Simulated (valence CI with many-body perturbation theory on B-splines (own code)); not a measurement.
**Nd¹⁰⁺: E2, M1 decay**

Computed by valence CI with perturbative core correlation (CI+MBPT): four valence electrons over a frozen Dirac-Fock core [Kr] 4d10, a basis of 7 s, 7 p, 7 d, 7 f, 4 g, 2 h functions for each j, with the one-electron correlation potential Σ1, the two-electron term Σ2, the three-electron term Σ3, Breit, model QED; selected CI, second order for the rest, scaled by the run's own slope (own B-spline code, finite nucleus).

No measured spectrum was set against this ion. As an estimate, terms of the open shell hold to a few per cent of their energy, and close levels can change places; configurations with another count of f electrons can be misplaced by thousands of cm⁻¹. Among the levels kept, up to 300 cm⁻¹ of a level comes from second order outside the variational space, and about a tenth of that is noise between levels of different J, which matters for small intervals.

Lines 51 to 100 of 118 in falling wavelength, among levels below 221500 cm⁻¹, chosen from the decays that carry over 1 % of a level's rate. Wavelengths and rates use the calculated energies, so an error of 2000 cm⁻¹ moves a line at 339.5 nm by 6.8 % and its rate by three times that or more. Electric multipoles are in the length gauge, E1 and E2 with the static RPA response of the core. S is in atomic units (e²a₀⁴ for E2 and M2, e²a₀⁶ for E3), for M1 in squared Bohr magnetons. Weak lines are less certain than strong ones. Lines between different terms over intervals too small for the method are left out, as are lines whose strength nearly cancels.

Names give the largest LS component (configuration and term), which can be under half, so a name can repeat, a term be missing and a line seem to break the LS rules; names also repeat where a configuration has a term twice.

```tsv
λ vac (nm)	Upper	Lower	Type	A (s⁻¹)	S (a.u.)
339.5	4f2 5s2 3P_2	4f 5s2 5p 3F_3	E2	7.91e-02	1.59e-01
337.0	4f 5s2 5p 1F_3	4f2 5s2 3F_2	M1	1.26e+01	1.25e-01
335.1	5s2 5p2 3P_1	4f2 5s2 3P_0	M1	2.13e+02	8.92e-01
322.8	4f 5s2 5p 3F_4	4f2 5s2 3F_4	M1	2.32e+01	2.61e-01
317.6	4f2 5s2 3P_2	4f 5s2 5p 3F_2	M1	2.89e-01	1.72e-03
313.7	4f 5s2 5p 1F_3	4f 5s2 5p 3G_4	M1	5.89e+00	4.71e-02
300.0	4f2 5s2 3P_0	4f 5s2 5p 3F_2	E2	1.99e+00	4.32e-01
299.6	5s2 5p2 3P_2	4f 5s2 5p 3D_2	M1	1.44e+01	7.20e-02
298.4	4f 5s2 5p 1F_3	4f 5s2 5p 3F_3	M1	2.85e+01	1.96e-01
283.9	4f2 5s2 3P_2	4f 5s2 5p 3G_3	M1	6.55e-02	2.78e-04
281.4	4f 5s2 5p 1F_3	4f 5s2 5p 3F_2	M1	2.08e+02	1.20e+00
277.7	4f 5s2 5p 3F_4	4f 5s2 5p 3G_4	M1	1.60e+02	1.15e+00
277.6	4f 5s2 5p 3D_3	4f2 5s2 3F_4	M1	1.78e+01	9.89e-02
274.6	4f 5s2 5p 3G_5	4f2 5s2 3F_4	M1	8.14e+01	6.87e-01
273.2	4f 5s2 5p 3D_2	4f2 5s2 3F_2	M1	2.73e+01	1.03e-01
270.4	4f 5s2 5p 3D_3	4f2 5s2 3F_3	M1	1.52e+01	7.81e-02
265.7	4f 5s2 5p 3F_4	4f 5s2 5p 3F_3	M1	1.20e+02	7.53e-01
263.5	4f2 5s2 1S_0	4f2 5s2 3P_1	M1	2.84e+01	1.93e-02
259.9	5s2 5p2 1D_2	5s2 5p2 3P_2	M1	5.35e+02	1.74e+00
254.6	4f 5s2 5p 1F_3	4f 5s2 5p 3G_3	M1	3.18e+02	1.36e+00
253.3	5s2 5p2 3P_1	5s2 5p2 3P_0	M1	3.74e+02	6.75e-01
248.1	5s2 5p2 3P_2	4f 5s2 5p 1F_3	M1	4.03e+00	1.14e-02
243.6	4f 5s2 5p 3D_3	4f 5s2 5p 3G_4	M1	1.26e+02	4.74e-01
241.3	4f 5s2 5p 3G_5	4f 5s2 5p 3G_4	M1	5.51e+02	3.15e+00
238.9	4f 5s2 5p 3D_1	4f2 5s2 3F_2	M1	4.07e+01	6.18e-02
236.9	4f 5s2 5p 1G_4	4f2 5s2 3F_4	M1	2.32e+01	1.03e-01
235.5	4f 5s2 5p 3D_2	4f 5s2 5p 3F_2	M1	4.61e+02	1.12e+00
234.3	4f 5s2 5p 3D_3	4f 5s2 5p 3F_3	M1	4.44e+02	1.48e+00
232.1	4f 5s2 5p 3G_5	4f 5s2 5p 3F_3	E2	6.80e+00	4.50e+00
231.6	4f 5s2 5p 1G_4	4f2 5s2 3F_3	M1	1.06e+01	4.40e-02
230.4	4f 5s2 5p 3F_4	4f 5s2 5p 3G_3	M1	3.09e+02	1.26e+00
223.6	4f 5s2 5p 3D_3	4f 5s2 5p 3F_2	M1	1.75e+01	5.08e-02
222.6	4f2 5s2 1S_0	4f2 5s2 1D_2	E2	6.80e+00	3.32e-01
221.3	4f 5s2 5p 1D_2	4f2 5s2 3F_3	M1	2.38e+01	4.79e-02
216.4	4f 5s2 5p 3D_2	4f 5s2 5p 3G_3	M1	1.61e+02	3.02e-01
216.4	4f 5s2 5p 3D_2	4f 5s2 5p 3G_3	E2	1.60e+01	3.40e+00
211.7	4f 5s2 5p 1G_4	4f 5s2 5p 3G_4	M1	1.49e+02	4.70e-01
209.6	4f 5s2 5p 3D_1	4f 5s2 5p 3F_2	M1	6.51e+02	6.66e-01
206.4	4f 5s2 5p 3D_3	4f 5s2 5p 3G_3	M1	4.34e+01	9.91e-02
204.6	4f 5s2 5p 1G_4	4f 5s2 5p 3F_3	M1	1.46e+02	4.18e-01
196.5	4f 5s2 5p 1D_2	4f 5s2 5p 3F_3	M1	6.51e+02	9.16e-01
195.5	5s2 5p2 1D_2	5s2 5p2 3P_1	M1	7.82e+02	1.08e+00
194.3	4f 5s2 5p 3D_1	4f 5s2 5p 3G_3	E2	2.69e+01	2.00e+00
191.8	5s2 5p2 3P_2	5s2 5p2 3P_0	E2	1.00e+01	1.16e+00
183.0	4f 5s2 5p 1G_4	4f 5s2 5p 3G_3	M1	4.35e+02	8.90e-01
183.0	4f 5s2 5p 1G_4	4f 5s2 5p 3G_3	E2	1.04e+01	1.72e+00
176.5	4f 5s2 5p 1D_2	4f 5s2 5p 3G_3	M1	8.86e+00	9.03e-03
163.5	5s2 5p2 3P_1	4f 5s2 5p 3F_3	E2	3.37e+01	1.06e+00
162.9	5s2 5p2 1D_2	4f 5s2 5p 1D_2	M1	1.14e+02	9.14e-02
162.3	4f2 5s2 1S_0	4f2 5s2 3F_2	E2	2.67e+00	2.68e-02
```
